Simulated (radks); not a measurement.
Species: the tungsten ion W32+. Configuration: [Kr] 4d6 (the NIST ground configuration). Method: non-relativistic Kohn-Sham, PBE, spin-polarised, spherical densities, point nucleus; open shells are filled with parallel spins first (spin-orbit coupling, left out, can overturn this in heavy ions); relativity is left out, which matters for an element this heavy; computed with a radial shooting solver on a logarithmic mesh with Libxc functionals. Some entries of the table are withheld. Estimate them.

orbital,occ.,eigenvalue (hartree),r(max) (bohr)
1s up,1,-2388.143,0.01358
1s down,1,-2388.140,0.01358
2s up,1,-430.7860,0.07400
2s down,1,-430.6219,0.07399
2p up,3,-414.7610,0.05746
2p down,3,-414.6359,0.05745
3s up,1,-132.8037,0.2026
3s down,1,-132.7201,0.2026
3p up,3,-125.5004,0.1909
3p down,3,-125.4154,0.1909
3d up,5,-111.9939,(1)
3d down,5,-111.8685,(2)
4s up,1,-57.32046,0.4340
4s down,1,-56.96876,0.4340
4p up,3,-54.15685,0.4308
4p down,3,-53.80439,0.4310
4d up,5,-48.48902,0.4166
4d down,1,-48.13277,0.4167

Answer. 
(1) 3d up r(max) (bohr): 0.1505
(2) 3d down r(max) (bohr): 0.1507
